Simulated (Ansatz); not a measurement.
Reactions of `[Cl][In]([Cl])[Br]`.

Calculated with Ansatz (gas phase, PBE0-D4/def2-TZVP geometries, no zero-point term in ΔE). CCSD(T)/CBS is the MP2 limit (def2-TZVPP, def2-QZVPP) plus CCSD(T) − MP2 in def2-TZVPP, frozen cores. This one scheme is used for every species, atoms too. No spin–orbit coupling; open shells (•) take unrestricted orbitals. Spin–orbit coupling would lower the free atoms: a little for Cl; clearly for Br; strongly for In. def2 core potentials past Kr. Bonds to Br, In, Se are less sure, by a few kJ/mol each and by 10 to 20 or more in all where they break to atoms, as the def2 sets lack core-valence functions. Scalar relativity is left out up to krypton. Each species was taken in one conformer, which may not be the lowest.

(1) Order these by ΔE at CCSD(T)/CBS, lowest first. (Best estimate.)
A. `[Cl][In]([Cl])[Br]` + H₂S → `[SH][In]([Cl])[Cl]` + HBr
B. `[Cl][In]([Cl])[Br]` + H₂Se → `[Cl][In]([Cl])[SeH]` + HBr
C. `[Cl][In]([Cl])[Br]` → Br• + 2 Cl• + In•
D. `[Cl][In]([Cl])[Br]` + CH₄ → `[CH3][In]([Cl])[Br]` + HCl
E. `[Cl][In]([Cl])[Br]` + HBr → `[Cl][In]([Br])[Br]` + HCl
F. `[Cl][In]([Cl])[Br]` + `O[SiH3]` → `[SiH3][O][In]([Cl])[Cl]` + HBr

Largest T1 diagnostic: 0.015, for In•.

Answers

(1) E (-21.8 kJ/mol), B (+12.0 kJ/mol), A (+36.3 kJ/mol), F (+86.6 kJ/mol), D (+111.3 kJ/mol), C (+976.1 kJ/mol).
